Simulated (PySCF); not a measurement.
System: sum formula H₅SiSO₃, net charge 1, singlet state. It need not be the lowest isomer of its formula. SMILES: O[Si](O)([OH2+])S
Coordinates optimised at B3LYP-D3(BJ)/def2-TZVP (Ansatz):
```
Si
O 1 1.6033
H 2 0.9626 1 125.55
O 1 1.6056 2 120.04 3 -105.71
H 4 0.9623 1 125.55 2 94.16
O 1 1.8237 2 95.27 3 158.47
H 6 0.9728 1 119.16 2 -20.56
H 6 0.9735 7 111.47 1 -141.98
S 1 2.0770 2 112.93 3 42.46
H 9 1.3475 1 94.25 2 -171.34
```
Charge +1, spin multiplicity 1.

Dispersion corrections to the total energy (kcal/mol) from the dftd3 and dftd4 libraries through PySCF: D3(BJ) without and D4 with the three-body term, each with the damping fitted for the functional named.

| functional | D3(BJ) | D4 |
|---|---|---|
| LC-wPBE | -5.10 | -5.63 |
| HF | ? | -17.34 |
| HSE06 | -3.63 | -3.96 |
| revPBE | -12.53 | ? |
| B2GP-PLYP | -4.12 | ? |
| BHLYP | -7.54 | -6.37 |
| r2SCAN | -1.46 | -1.19 |

Complete the blanks.


- HF, D3(BJ): -39.70
- revPBE, D4: -14.76
- B2GP-PLYP, D4: -2.12
